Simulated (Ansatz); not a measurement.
Born–Oppenheimer molecular dynamics of CH5BO2 (9 atoms, charge 0, multiplicity 1). It starts from a relaxed structure.

All numbers below come from RKS r2SCANh-D4/6-31G* (Ansatz 0.2.0).

```
ensemble        : NVT, Langevin thermostat
time step       : 3 fs
steps asked     : 40
set temperature : 500 K
friction        : 0.05 /fs
seed            : 851152
```

First frame:

```xyz
9
Properties=species:S:1:pos:R:3
B 0.008 -0.141 -0.046
O -0.012 -0.102 1.326
H -0.885 -0.242 1.713
C 1.383 0.030 -0.781
H 1.821 -0.956 -0.979
H 1.266 0.522 -1.751
H 2.104 0.588 -0.178
O -1.116 -0.349 -0.808
H -1.924 -0.477 -0.296
```

Q: What does the run give?

A: The run went to its last step.

```json
{
 "steps done": "40",
 "time covered": "120 fs",
 "mean temperature over the second half": "36993 K",
 "spread of the potential energy over the second half": "303.4 meV per atom",
 "mean potential energy of the second half above the start": "4150.8 meV per atom"
}
```

The temperature shot up to 2.6e+06 K, far beyond the bath's, so the integration failed: the time step of 3 fs is too long for the fastest motions that this run met, and the later frames carry no physical meaning.

Q: What happens to the structure?

A: Parted: B1–O2 1.37 → 9.71 Å, O2–H3 0.96 → 176.69 Å, C4–H5 1.10 → 11.95 Å, C4–H6 1.09 → 6.99 Å, C4–H7 1.09 → 24.85 Å, O8–H9 0.96 → 56.42 Å. It ends as CBO + H + H + H + H + H + O. Pairs count as bonded within 1.25 times the sum of covalent radii (0.12 Å more for H–H). This is one draw of velocities; another would differ in detail.

Q: How do temperature and energy run in time?

A: 
```json
{"time (fs)": "0", "T (K)": "444", "potential energy less start (eV)": "0.000"}
{"time (fs)": "6", "T (K)": "370", "potential energy less start (eV)": "1.025"}
{"time (fs)": "12", "T (K)": "1395", "potential energy less start (eV)": "3.172"}
{"time (fs)": "18", "T (K)": "262242", "potential energy less start (eV)": "8.417"}
{"time (fs)": "24", "T (K)": "2642413", "potential energy less start (eV)": "22.585"}
{"time (fs)": "30", "T (K)": "1438721", "potential energy less start (eV)": "25.304"}
{"time (fs)": "36", "T (K)": "790461", "potential energy less start (eV)": "24.403"}
{"time (fs)": "42", "T (K)": "429723", "potential energy less start (eV)": "28.046"}
{"time (fs)": "48", "T (K)": "231343", "potential energy less start (eV)": "27.748"}
{"time (fs)": "54", "T (K)": "129209", "potential energy less start (eV)": "29.528"}
{"time (fs)": "60", "T (K)": "72199", "potential energy less start (eV)": "30.922"}
{"time (fs)": "66", "T (K)": "43944", "potential energy less start (eV)": "34.079"}
{"time (fs)": "72", "T (K)": "26835", "potential energy less start (eV)": "36.267"}
{"time (fs)": "78", "T (K)": "13812", "potential energy less start (eV)": "38.306"}
{"time (fs)": "84", "T (K)": "8465", "potential energy less start (eV)": "38.026"}
{"time (fs)": "90", "T (K)": "5149", "potential energy less start (eV)": "37.697"}
{"time (fs)": "96", "T (K)": "5005", "potential energy less start (eV)": "35.644"}
{"time (fs)": "102", "T (K)": "41232", "potential energy less start (eV)": "43.208"}
{"time (fs)": "108", "T (K)": "98808", "potential energy less start (eV)": "39.483"}
{"time (fs)": "114", "T (K)": "50815", "potential energy less start (eV)": "39.629"}
{"time (fs)": "120", "T (K)": "27846", "potential energy less start (eV)": "39.981"}
```

The run took 21 min on 1 thread of Arm Neoverse V2 (shared host), peak memory 0.18 GiB.
